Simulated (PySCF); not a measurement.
## BiF5 at several levels of theory

Computed with PySCF 2.14.0 (density fitting, no spin-orbit coupling) at the geometry relaxed with PBE:

```xyz
6
BiF5 (singlet)
Bi    0.0000    0.0000    0.0059
F     0.0000    0.0000    2.0284
F     2.0335    0.0000   -0.0677
F     0.0000    1.8282   -0.8719
F    -2.0335    0.0000   -0.0677
F     0.0000   -1.8282   -0.8719
```

```csv
level,basis,state,HOMO (eV),gap (eV),charge on Bi1 (e),dipole about the centre of mass (D),largest force component (eV/Å)
PBE,"Bi def2-SVP with ECP60, F def2-SVP",singlet,-9.60,2.40,1.54,0.22,0.02
PBE,"Bi def2-TZVP with ECP60, F def2-TZVP",singlet,-10.10,2.50,1.71,0.21,0.64
PBE,"Bi x2c-SVPall, F x2c-SVPall",singlet,-9.57,2.42,1.64,0.23,0.45
```

Charges are Mulliken's, which hang on the basis. The relaxation used the grid (50, 194), these runs (75, 302) or, all-electron (x2c bases, spin-free X2C Hamiltonian), (99, 590).

Question: Order these levels, in the first row's basis, by the HOMO–LUMO gap they give here, smallest first.
A. M06-L
B. r2SCAN
C. wB97X
D. revPBE

Answer: D (2.43 eV), B (2.90 eV), A (2.99 eV), C (9.77 eV).

Question: And their other results?

Answer: 
| level | state | HOMO (eV) | gap (eV) | charge on Bi1 (e) | dipole about the centre of mass (D) | largest force component (eV/Å) |
| --- | --- | --- | --- | --- | --- | --- |
| r2SCAN | singlet | -10.33 | 2.90 | 1.74 | 0.24 | 0.48 |
| revPBE | singlet | -9.54 | 2.43 | 1.58 | 0.23 | 0.23 |
| M06-L | singlet | -10.36 | 2.99 | 1.91 | 0.25 | 0.22 |
| wB97X | singlet | -14.51 | 9.77 | 1.79 | 0.25 | 1.02 |

In the first row's basis the gap widens with exact exchange: 2.4 to 3.0 eV for PBE, revPBE, r2SCAN, M06-L (none); 9.8 eV for wB97X (rising or full at long range).
